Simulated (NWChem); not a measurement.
Species: CH₃BaClN₂

```xyz
8

Ba     0.4185     0.1394     0.0000
Cl    -0.6441     2.7216     0.0000
C     -0.6771    -2.6700     0.0000
N     -0.4228    -2.0761    -1.1557
N     -0.4228    -2.0761     1.1557
H     -1.1195    -3.6895     0.0000
H     -0.6936    -2.6491    -1.9479
H     -0.6936    -2.6491     1.9479
```
Atoms are numbered in this order, from 1.

All runs: NWChem. The geometry was optimised at PBE0/def2-SVP. Not confirmed as a minimum by frequencies. def2 effective core potentials on Ba; no spin-orbit coupling. Ions are spin-unrestricted doublets at the neutral geometry; other ion states weren't tried.

Problem. What does the run give for PBE/def2-SVP? Quantities: −ε(HOMO) (eV).

Solution. 
```json
{
  "−ε(HOMO) (eV)": "4.92"
}
```
